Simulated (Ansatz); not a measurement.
Cost and result for the atomization energy of CH5GeNO (`C[O][Ge][NH2]`) (9 atoms, 8 bonds).

Z-matrix (Å, degrees):
```
C
O 1 1.404
H 1 1.099 2 112.9
H 1 1.095 2 110.0 3 120.5
H 1 1.095 2 110.0 3 -120.5
Ge 2 1.798 1 120.8 3 -0.2
N 6 1.812 2 93.4 1 -180.0
H 7 1.006 6 123.7 2 -180.0
H 7 1.009 6 122.6 2 -0.0
```

Total charge 0; spin multiplicity 1. Correlated methods include outer-core shells of Ge, which these sets cover unevenly. Scalar relativity is left out up to krypton. All single points use the PBE0-D4/def2-TZVP geometry. It is one conformer, not always the lowest. Program: Ansatz. All runs use 4 threads of an Arm Neoverse V1 on a shared host. Times are those of one run each, without the atoms' runs, and a repeat can differ threefold. Electronic energies, without spin–orbit coupling; frozen cores. CCSD(T)/CBS adds CCSD(T) − MP2 in def2-TZVPP to the MP2 limit, and its time is that of the two runs behind it. T1 = 0.014. With those shells the extrapolation isn't a true limit. B3LYP takes the VWN-RPA correlation (the form of Gaussian; ORCA's B3LYP/G). HSE06 is the plane-wave form, built on full-range PBE exchange.

CCSD(T)/CBS is a level of theory with its own doubt, some kJ/mol a heavy atom from the limit and from the frozen cores, so smaller differences don't rank the functionals.

| level | functions | wall time | atomization (kcal/mol) | difference from CCSD(T)/CBS | per bond |
| --- | --- | --- | --- | --- | --- |
| revPBE-D4/def2-TZVPP | 211 | 1.4 s | 764.5 | -5.5 | -0.7 |
| PBE-D4/def2-TZVPP (with forces) | 211 | 1.9 s | 786.3 | 16.3 | 2.0 |
| PBE0-D4/def2-TZVPP | 211 | 2.1 s | 764.2 | -5.8 | -0.7 |
| HSE06-D4/def2-TZVPP | 211 | 2.4 s | 764.7 | -5.3 | -0.7 |
| B3LYP-D4/def2-TZVPP (with forces) | 211 | 3.3 s | 769.8 | -0.2 | 0.0 |
| B2PLYP/def2-TZVPP | 211 | 3.8 s | 760.8 | -9.2 | -1.2 |
| r2SCAN-D4/def2-TZVPP (with forces) | 211 | 3.9 s | 766.7 | -3.3 | -0.4 |
| r2SCANh-D4/def2-TZVPP | 211 | 4 s | 759.3 | -10.7 | -1.3 |
| CCSD(T)/def2-SVP | 99 | 4.6 s | 713.8 | -56.2 | -7.0 |
| ωB97X-V/def2-TZVPP | 211 | 6 s | 770.6 | 0.6 | 0.1 |
| MP2/def2-QZVPP | 410 | 16 s | 772.2 | 2.2 | 0.3 |
| CCSD(T)/def2-TZVPP | 211 | 100 s | 746.0 | -24.0 | -3.0 |
| CCSD(T)/CBS(def2) | – | 120 s | 770.0 | 0.0 | 0.0 |

The D4 term adds +6.0 kcal/mol with B3LYP and +3.1 kcal/mol with PBE0; it sums over pairs of atoms, weighted by their polarisabilities, and B3LYP, whose exchange is more repulsive, gets the larger term. From PBE to PBE0 (25 % exact exchange), in def2-TZVPP and without D4, the atomization energy moves by −21.4 kcal/mol: exact exchange takes away binding that semilocal exchange gives to molecules. In def2-TZVPP, CCSD(T) changes the Hartree–Fock value by +225.6 kcal/mol (the triples alone add +13.6 kcal/mol) and MP2 by +237.5 kcal/mol; breaking electron pairs costs correlation energy, which Hartree–Fock lacks.
